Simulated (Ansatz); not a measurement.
Cs₂F₃, relaxed as a doublet with UKS r2SCAN-D4/def2-SVP in Ansatz, starting from the GFN1-xTB geometry. Force threshold 0.02 eV/Å.

In the def2 sets Cs takes a core potential; there is no spin–orbit coupling. In the doublet, F3 and F4 lie 1.98 Å apart (atoms count from 1), so these atoms are partly bonded to each other. The structure comes from a short search, and lower isomers may exist.

Start:

Cartesian coordinates in Å:
```
Cs -1.175 1.559 -0.224
Cs 1.186 -1.566 0.244
F -0.070 -0.492 -1.943
F 1.370 1.307 0.682
F -1.310 -0.807 1.242
```

Task: Estimate the energy that the relaxation releases and the steps that it takes.

Result: 43.6 kJ/mol, in 16 steps; 2.2 min on 4 threads of Arm Neoverse V1 on a shared host. The force fell under the threshold at step 3, but the optimiser went on and released 0.400 eV more. No frequencies were taken in this run, so the end may be a saddle point.

Task: Does the start keep its bonding?

Result: By distances, no bond broke or formed. The bond that changes most is Cs2–F5, from 2.79 to 2.61 Å (atoms count from 1). A close non-bonded pair moves further: F3–F4, from 3.49 to 1.98 Å.

Task: Predict the relaxed structure.

Result: 
```csv
atom,x (Å),y (Å),z (Å)
Cs1,-1.4873,1.4527,-0.0769
Cs2,1.0344,-1.7314,0.5122
F3,0.4429,0.0566,-1.5902
F4,1.3003,1.0147,-0.0839
F5,-1.2903,-0.7927,1.2388
```
Bond lengths (bridged metal pairs left out): 6 × Cs–F 2.61 to 2.82 Å.
